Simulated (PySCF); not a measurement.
`CCC1=C(C)C[C@H](C)C1`, C$_{9}$H$_{16}$

Geometry:
```tsv
atom	x (Å)	y (Å)	z (Å)
C1	-2.876	-0.590	-0.344
C2	-2.044	0.042	0.775
C3	-0.592	0.091	0.419
C4	0.129	1.130	0.011
C5	-0.293	2.545	-0.202
C6	1.554	0.731	-0.278
C7	1.686	-0.665	0.355
C8	2.598	-1.600	-0.425
C9	0.236	-1.169	0.453
H10	-2.744	-0.035	-1.269
H11	-3.932	-0.584	-0.081
H12	-2.570	-1.620	-0.512
H13	-2.416	1.048	0.976
H14	-2.169	-0.548	1.687
H15	-1.361	2.670	-0.048
H16	-0.050	2.859	-1.217
H17	0.238	3.204	0.485
H18	2.274	1.443	0.129
H19	1.713	0.682	-1.360
H20	2.083	-0.550	1.369
H21	2.227	-1.734	-1.440
H22	2.645	-2.575	0.055
H23	3.607	-1.196	-0.477
H24	0.058	-1.755	1.356
H25	-0.009	-1.800	-0.407
```

Method used: GIAO PBE0/pcSseg-1 magnetisability, rotational g tensor and spin-rotation constants, non-relativistic, gas phase in PySCF. Geometry: GFN2-xTB.

(1) Give the nuclear spin-rotation constants along the inertial axes (H = +C I·J) beside the isotropic shieldings.

Results:

(1) Rotational constants 2.2522, 1.1871, 0.8588 GHz. A star marks the isotopologue with that one atom substituted, in its own axes.
| atom | isotope | Caa (kHz) | Cbb (kHz) | Ccc (kHz) | mean (kHz) | σ (ppm) |
| --- | --- | --- | --- | --- | --- | --- |
| H10 | 1H | -0.251 | -0.082 | -0.021 | -0.118 | 31.0 |
| H11 | 1H | 0.034 | -0.123 | -0.093 | -0.061 | 30.6 |
| H12 | 1H | -0.165 | -0.017 | -0.093 | -0.091 | 30.5 |
| H13 | 1H | -0.106 | -0.023 | -0.090 | -0.073 | 29.2 |
| H14 | 1H | -0.233 | -0.062 | -0.023 | -0.106 | 29.8 |
| H15 | 1H | 0.077 | -0.122 | -0.096 | -0.047 | 29.6 |
| H16 | 1H | -0.238 | -0.095 | -0.006 | -0.113 | 30.2 |
| H17 | 1H | -0.221 | -0.053 | -0.041 | -0.105 | 30.1 |
| H18 | 1H | -0.155 | -0.025 | -0.072 | -0.084 | 29.4 |
| H19 | 1H | -0.235 | -0.132 | 0.031 | -0.112 | 29.7 |
| H20 | 1H | -0.200 | -0.130 | 0.023 | -0.102 | 29.4 |
| H21 | 1H | -0.234 | -0.138 | 0.016 | -0.119 | 30.9 |
| H22 | 1H | -0.227 | 0.001 | -0.080 | -0.102 | 30.4 |
| H23 | 1H | -0.046 | -0.072 | -0.096 | -0.071 | 30.4 |
| H24 | 1H | -0.242 | -0.053 | -0.020 | -0.105 | 29.5 |
| H25 | 1H | -0.247 | -0.070 | -0.005 | -0.107 | 29.4 |
| C1 | 13C* | 0.322 | 0.171 | 0.108 | 0.201 | 171.0 |
| C2 | 13C* | 0.336 | 0.203 | 0.124 | 0.221 | 160.1 |
| C3 | 13C* | 1.048 | 0.419 | 0.165 | 0.544 | 42.1 |
| C4 | 13C* | 1.042 | 0.404 | 0.149 | 0.531 | 49.1 |
| C5 | 13C* | 0.319 | 0.169 | 0.112 | 0.200 | 170.9 |
| C6 | 13C* | 0.385 | 0.225 | 0.187 | 0.266 | 135.6 |
| C7 | 13C* | 0.366 | 0.186 | 0.161 | 0.238 | 151.1 |
| C8 | 13C* | 0.318 | 0.189 | 0.126 | 0.211 | 163.7 |
| C9 | 13C* | 0.349 | 0.229 | 0.190 | 0.256 | 137.7 |

For the geometry as given, no vibrational averaging.
